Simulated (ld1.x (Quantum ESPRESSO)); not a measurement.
# How hard is this Bi (Z = 83) TM potential?

- Element: bismuth (Bi)
- Generator: ld1.x (Quantum ESPRESSO) 7.5
- Type: norm-conserving Troullier–Martins (Kleinman–Bylander form)
- Functional: PBEsol
- Relativity: scalar-relativistic
- Frozen core: [Xe] 4f14 5d10
- Valence charge: 5
- Reference configuration: 6s2 6p2.5 (charge +0.5)
- Partial waves: 6s (bound): rc 1.50 bohr; 6p (bound): rc 2.30 bohr; 6d channel at 0.2 Ry: rc 2.10 bohr
- Local potential: all-electron potential smoothed inside 2.15 bohr (lloc = -2)
- Core correction: none

The pseudo-atom Hamiltonian at the reference potential is diagonalised in spherical Bessel functions j_l(qr) that vanish at 20 bohr, with q² up to the cutoff. All-electron valence levels (Ry): 6s -1.3391, 6p -0.5813.

Task: How do the lowest levels (Ry) of each channel move with the cutoff, and are there ghosts?

Result:

| cutoff (Ry) | s #1 | s #2 | p #1 | p #2 | d #1 | f #1 | Σ f·Δε (mRy) |
| --- | --- | --- | --- | --- | --- | --- | --- |
| 8 | -1.1749 | -0.1623 | -0.5718 | -0.0787 | -0.3171 | 0.0301 | 352.8 |
| 15 | -1.1911 | -0.1643 | -0.5808 | -0.0796 | -0.3355 | 0.0301 | 297.7 |
| 25 | -1.2910 | -0.1789 | -0.5813 | -0.0796 | -0.3880 | 0.0301 | 97.0 |
| 40 | -1.3322 | -0.1856 | -0.5814 | -0.0796 | -0.7082 | 0.0301 | 14.1 |
| 60 | -1.3364 | -0.1863 | -0.5814 | -0.0796 | -2.3686 | 0.0301 | 5.7 |
| 90 | -1.3377 | -0.1865 | -0.5814 | -0.0796 | -4.9505 | 0.0301 | 3.1 |
| 120 | -1.3385 | -0.1867 | -0.5814 | -0.0796 | -5.2311 | 0.0301 | 1.3 |
| 180 | -1.3391 | -0.1868 | -0.5814 | -0.0796 | -5.2579 | 0.0301 | 0.2 |
| 400 | -1.3392 | -0.1868 | -0.5814 | -0.0796 | -5.2605 | 0.0301 | 0.0 |

Result: ghost state, extra bound levels that the all-electron valence spectrum of the same l lacks: d at -71.6 eV (a true bound ghost makes a file unfit for plane-wave use); 10 mRy is reached at 55 Ry and 1 mRy at 140 Ry.
